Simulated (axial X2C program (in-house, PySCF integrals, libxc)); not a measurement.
**TaP: from the spin-free to the two-component result**

Computed with an in-house relativistic program for diatomic molecules. Spin-free means the one-electron spin-free X2C Hamiltonian; two-component (2c) means X2C with spin–orbit coupling and atomic mean-field two-electron Coulomb and Gaunt terms, so the difference of the two also holds small scalar two-electron terms. Basis: Ta dyall-cv3z [13s14p9d7f4g], P dyall-v3z [8s7p2d1f] (cores contracted in-house); Gaussian nuclei, density fitting, unrestricted open shells. Masses: Ta 180.948 u, P 30.974 u.

Spin-free state: M_S = 1, Λ = 2 (beyond evenly filled blocks: σα, δ+α); fragments Ta + P.

| level | Re (Å) | ωe (cm⁻¹) | De (eV) | μ (D) |
| --- | --- | --- | --- | --- |
| CCSD | 2.135 | 541.2 | 3.160 | n/a |
| CCSD(T) | 2.130 | 563.6 | n/a | n/a |
| PW91 | 2.156 | 519.5 | 4.764 | -4.08 |

Correlated methods: 18 electrons correlated (number of frozen shells: Ta 4 s, 3 p, 2 d, 1 f; P 2 s, 1 p), 286 virtual spin orbitals or spinors in MP2, 110 natural virtuals in coupled cluster.

Dipoles are positive if P is the positive end.

Two-component determinant lowest at the distance of the search:

Ω = 1 (⟨Sz⟩ = -0.99, ⟨Lz⟩ = 1.99 at HF); fragments Ta + P.

| level | Re (Å) | ωe (cm⁻¹) | μ (D) |
| --- | --- | --- | --- |
| CCSD | 2.137 | 536.9 | n/a |
| CCSD(T) | 2.131 | 560.8 | n/a |
| PW91 | 2.158 | 516.3 | -4.09 |

Task: From the two tables, how do the constants change at the CCSD(T) level (2c against spin-free)?

Result: At the CCSD(T) level Re increases by 0.001 Å and ωe drops by 2.8 cm⁻¹.

The state is a single determinant with fixed occupations, the lowest that a limited PBE0 search found. Dissociation energies refer to the lowest single-determinant-based atoms at the same level and basis. De is not given where an atomic determinant may have missed its ground term or J level, or where the truncated virtual space spoils (T). Density functionals use the spin component along the axis (collinear). CCSD and (T) use frozen natural virtuals with an MP2 correction for the truncation; (T) itself is uncorrected, so its De runs slightly low. PBE0 can misorder states that lie within some tenths of an eV, so this need not be the ground state of the molecule. The nearest other spin-free determinant of the search, M_S = 0, Λ = 0, lies 0.10 eV up at the distance of the search. The functionals have no current-density term, which raises determinants with orbital currents, atoms included. With several unpaired electrons one determinant need not be a pure state. The determinant is spin-polarised beyond a pure state at some levels (its spin-free form has ⟨S²⟩ too high), which makes Re and μ there less reliable. The T1 diagnostic is large, a sign of multireference character.
